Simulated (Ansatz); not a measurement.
Species: C$_{10}$H$_{9}$BS, SMILES `c1(C=C)cccc2c1sc(B)c2` (charge 0, multiplicity 1), formula C$_{10}$H$_{9}$BS.

Problem. How many basis functions does Ansatz (an electronic-structure program) with frozen-core CCSD(T)/cc-pVDZ // B3LYP-D3(BJ)/def2-SVP use, how many core orbitals are frozen, and how many electrons are correlated?

Solution. 217 basis functions and 16 frozen orbitals, which leaves 58 correlated electrons. Core time is of the order of minutes.
